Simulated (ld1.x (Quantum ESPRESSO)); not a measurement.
# Which change was made? (C, TM)

carbon (C), norm-conserving Troullier–Martins (Kleinman–Bylander form), made with ld1.x (Quantum ESPRESSO) 7.5 (PBE, scalar-relativistic). Core [He], reference 2s2 2p2. Waves: 2s (bound): rc 1.30 bohr; 2p (bound): rc 2.90 bohr; 3d channel at 0.35 Ry: rc 3.00 bohr. Local part: the d channel. Core correction: none.

Cutoffs, loose and tight: the cutoffs (Ry, on a coarse ladder) from which the occupation-weighted sum of valence levels, in a spherical-Bessel basis at the reference potential, stays within 10 and 1 mRy of its value at 400 Ry. They do not see the model core or the augmentation charge, which bear on the density cutoff. Test errors are all-electron minus pseudo excitation energies from the reference, over the configurations 2s2 2p1; 2s2 2p0; 2s1 2p0; 2s0 2p4; 2s1 2p2; 2s2 2p1.5; 2s2 2p2.3; variants that change the core or the reference have their own tests.

The base gives: outcome: generated; cutoff, loose: 30 Ry; cutoff, tight: 80 Ry; bound ghosts: s; largest test error (meV): +1901.

After one change the result is: outcome: generated; cutoff, loose: 18 Ry; cutoff, tight: 25 Ry; bound ghosts: none; largest test error (meV): +1909. Which change was it?
A. wave 2s (bound): rc 1.30 bohr becomes 2s (bound): rc 1.08 bohr
B. wave 2s (bound): rc 1.30 bohr becomes 2s (bound): rc 0.90 bohr
C. wave 2s (bound): rc 1.30 bohr becomes 2s (bound): rc 1.94 bohr
D. wave 2s (bound): rc 1.30 bohr becomes 2s (bound): rc 1.42 bohr

C. The others give: wave 2s (bound): rc 1.30 bohr becomes 2s (bound): rc 1.08 bohr → outcome: generated; cutoff, loose: 35 Ry; cutoff, tight: 90 Ry; bound ghosts: s; largest test error (meV): +1902 | wave 2s (bound): rc 1.30 bohr becomes 2s (bound): rc 0.90 bohr → outcome: generated; cutoff, loose: 55 Ry; cutoff, tight: 110 Ry; bound ghosts: s; largest test error (meV): +1904 | wave 2s (bound): rc 1.30 bohr becomes 2s (bound): rc 1.42 bohr → outcome: generated; cutoff, loose: 30 Ry; cutoff, tight: 60 Ry; bound ghosts: none; largest test error (meV): +1900.
